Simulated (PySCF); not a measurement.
## Spin states and ions at one geometry of [TaH6]−

PySCF 2.14.0, RKS PBE0, Ta def2-SVP with ECP60, H def2-SVP; non-relativistic Hamiltonian with scalar-relativistic core potentials where named; density fitting; no spin-orbit coupling; singlets restricted, open shells unrestricted. The geometry is relaxed for charge -1, singlet, vacuum:

```xyz
7

Ta    0.0000    0.0000    0.1071
H     1.6810    0.0000    0.8402
H    -0.8405    1.4558    0.8402
H    -0.8405   -1.4558    0.8402
H     1.1530    0.0000   -1.2451
H    -0.5765    0.9986   -1.2451
H    -0.5765   -0.9986   -1.2451
```

Energies count from the relaxed state; an electron taken off or put on is at rest in vacuum. Charges and spins are Mulliken's.

```csv
state,energy (eV),spin squared,charge on Ta1 (e),spin on Ta1 (e),dipole about the centre of mass (D)
"charge -1, singlet, vacuum",0.00,0.00,0.36,0.00,2.09
"charge 0, doublet, vacuum",4.48,0.76,0.80,0.35,0.83
```

Task: What does the state charge -1, triplet, vacuum give?

Result: energy (eV) 3.47, spin squared 2.01, charge on Ta1 (e) 0.14, spin on Ta1 (e) 1.39, dipole about the centre of mass (D) 1.27.

With an electron taken off (doublet) the charges change, summed by element, by Ta +0.43 e, H +0.57 e. The vertical ionisation energy is 4.48 eV, against −ε(HOMO) = 2.41 eV of the relaxed state. The level lies 2.1 eV too high, as is usual for semilocal functionals and global hybrids, which keep a self-interaction error.

Open shells may have lower solutions than those found. The basis has no diffuse functions, which an anion needs.
